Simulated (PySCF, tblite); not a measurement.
C6H14B2FN.
Numbering: `[BH2:1][N:2]([CH2:3][BH:4][F:5])[CH2:6][CH:7]1[CH2:8][CH2:9][CH2:10]1` (hydrogens: H11, H12 on B1; H13, H14 on C3; H15 on B4; H16, H17 on C6; H18 on C7; H19, H20 on C8; H21, H22 on C9; H23, H24 on C10)

Structure used (GFN2-xTB), in Å, numbered top down from 1:
```xyz
24
C6H14B2FN angstrom
B     -1.513    0.350   -1.924
N     -1.285    0.004   -0.611
C     -2.153    0.420    0.484
B     -3.075   -0.707    1.109
F     -3.121   -1.908    0.580
C     -0.182   -0.833   -0.182
C      0.914   -0.048    0.542
C      2.287   -0.741    0.624
C      2.944    0.497   -0.007
C      1.554    1.098   -0.262
H     -2.415    1.053   -2.185
H     -0.804   -0.060   -2.763
H     -2.814    1.208    0.105
H     -1.556    0.908    1.266
H     -3.766   -0.519    2.041
H      0.250   -1.297   -1.070
H     -0.551   -1.629    0.477
H      0.563    0.278    1.524
H      2.352   -1.630    0.000
H      2.627   -0.994    1.627
H      3.542    0.306   -0.895
H      3.540    1.074    0.697
H      1.256    1.089   -1.309
H      1.394    2.098    0.137
```

Jobs on this species (24 atoms, 76 electrons) with PySCF (density fitting) and tblite. Hardware of each: one thread, Arm Neoverse N1 (aarch64), on a shared host. The host was shared with other jobs, so the times are rough.

```
level and settings                                                                                                work  basis functions  SCF cycles  wall time
          GFN2-xTB                                                                                   L-BFGS relaxation                –           –          ?
     PBE0/pcSseg-1  shieldings, ring-centre shieldings, charges and field gradients, density and orbital grids written              240          14    2.1 min
          GFN2-xTB                                                                       Hessian by finite differences                –           –      1.8 s
```

Question: Fill in the missing figures.

Answer: 
- GFN2-xTB; L-BFGS relaxation: 2.7 s

Question: What do all jobs in the table cost together?

Answer: About 2.2 min; the longest takes about 97 % of that, and about 70 times as long as the shortest.
